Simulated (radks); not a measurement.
Values are calculated unless marked as measured or tabulated.
Polarisability of neutral helium, [He], at imaginary frequency. Level of theory: non-relativistic Kohn-Sham, LDA (Slater exchange, Perdew-Wang correlation), spin-polarised, spherical densities, point nucleus (a radial shooting solver on a logarithmic mesh with Libxc functionals). Response by self-consistent Sternheimer equations with the Hartree and adiabatic LDA kernel.

w (hartree),alpha1(iw) (bohr^3),alpha2(iw) (bohr^5)
0.00266,1.659,3.580
0.0143,1.658,3.580
0.0360,1.655,3.575
0.0697,1.647,3.561
0.118,1.626,3.526
0.186,1.580,3.449
0.280,1.491,3.298
0.413,1.340,3.028
0.605,1.114,2.600
0.892,0.8304,2.014
1.35,0.5370,1.352
2.12,0.2906,0.7512
3.59,0.1246,0.3258
6.94,0.03800,0.09918
17.5,0.006364,0.01648

Static values: alpha1 = 1.659 bohr^3 (0.2458 angstrom^3; uncoupled 1.809), alpha2 = 3.580 bohr^5, alpha3 = 18.65 bohr^7. C6 = 1.866, C8 = 21.47, triple-dipole C9 = 2.254 atomic units. One-pole (London) frequency 4 C6 / (3 alpha1^2) = 0.904 hartree, against 0.570 for minus the highest occupied eigenvalue. The dipole shielding factor is 1.000, as the force sum rule N/Z = 1.000 demands. Recommended static value: 1.38375 bohr^3 (Schwerdtfeger and Nagle, 2023 table).
